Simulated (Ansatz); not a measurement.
H5BN (SMILES B[NH3+]), charge +1, singlet, at a GFN2-xTB geometry; WB97M-V/aug-cc-pVDZ in Ansatz (a program for electronic structure).

Ansatz was given this input:
Ansatz 0.2 input:
```yaml
crystal:
  periodic: [false, false, false]
  atoms:
    - {symbol: B, position_ang: [0.88263881, 0.09284034, -0.00737737]}
    - {symbol: N, position_ang: [-0.61601020, -0.06784319, -0.00947475]}
    - {symbol: H, position_ang: [1.53748945, -0.85254254, 0.17141440]}
    - {symbol: H, position_ang: [1.32021174, 1.16097305, -0.15667069]}
    - {symbol: H, position_ang: [-0.93054469, 0.07651970, 0.96132550]}
    - {symbol: H, position_ang: [-0.92796378, -1.00605227, -0.28786176]}
    - {symbol: H, position_ang: [-1.10031533, 0.63180265, -0.58499732]}
basis:
  gaussian:
    orbitals: aug-cc-pVDZ
hamiltonian:
  xc: {name: wB97M-V}
total_charge: 1
accuracy: high
```

Question: Write the output that Ansatz gives for this input, abridged.

Answer: 
```
Functional definition: wB97M-V
1820 factors; integrals over basis functions are off by at most 3.0e-9 eV
423 factors; integrals over basis functions are off by at most 1.7e-9 eV
mean field evaluation 1: about -2231.4479 eV, gradient 6.4e1 eV
mean field evaluation 2: about -2233.8305 eV, gradient 5.3e1 eV
mean field evaluation 4: about -2239.1968 eV, gradient 5.6e-1 eV
mean field evaluation 8: about -2239.1976 eV, gradient 2.3e-3 eV
mean field evaluation 16: about -2239.1976 eV, gradient 6.8e-7 eV
mean field -2239.19756200 eV, -82.2889926209 hartree, gradient 4.1e-8 eV, S^2 0.000000; 0 other end points of the search recorded, 0 dependent functions left out
reference -2239.19757621 eV, -82.2889931431 hartree; 8, 8 occupied and 83, 83 virtual orbitals, 1820 factors
Total energy: -2239.19757621 eV, -82.2889931431 hartree
```
